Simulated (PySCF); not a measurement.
PySCF 2.14 output of an unrestricted TPSS calculation on a single atom or ion in aug-cc-pVDZ-PP with ECP28MDF, with a scalar-relativistic core potential:

```
SCF conv_tol = 1e-09
number electrons alpha = 7  beta = 4
    J. Tao, J. P. Perdew, V. N. Staroverov, and G. E. Scuseria.,  Phys. Rev. Lett. 91, 146401 (2003)
    J. P. Perdew, J. Tao, V. N. Staroverov, and G. E. Scuseria.,  J. Chem. Phys. 120, 6898 (2004)
    J. Tao, J. P. Perdew, V. N. Staroverov, and G. E. Scuseria.,  Phys. Rev. Lett. 91, 146401 (2003)
    J. P. Perdew, J. Tao, V. N. Staroverov, and G. E. Scuseria.,  J. Chem. Phys. 120, 6898 (2004)
cycle= 1 E= -55.849612299298  delta_E= -0.00181  |g|= 0.00175  |ddm|= 0.291
cycle= 2 E= -55.8496135444429  delta_E= -1.25e-06  |g|= 0.000434  |ddm|= 0.00828
cycle= 3 E= -55.8496136212051  delta_E= -7.68e-08  |g|= 0.000173  |ddm|= 0.00366
cycle= 4 E= -55.849613635678  delta_E= -1.45e-08  |g|= 7.12e-07  |ddm|= 0.00106
cycle= 5 E= -55.8496136356783  delta_E= -2.98e-13  |g|= 3.35e-08  |ddm|= 6.37e-06
converged SCF energy = -55.8496136356783  <S^2> = 3.7506928  2S+1 = 4.0003464
```

The run itself started from symmetry-adapted Hartree-Fock orbitals and held the occupation by maximum overlap, on a logarithmic radial grid, so the iterations belong to that start.

Which element, charge and spin multiplicity is this?

Nb²⁺ (niobium, charge +2), multiplicity 4; the state was [Kr] 4d3, high-spin 4F determinant.

Energies and moments cover only the electrons outside the core potential.
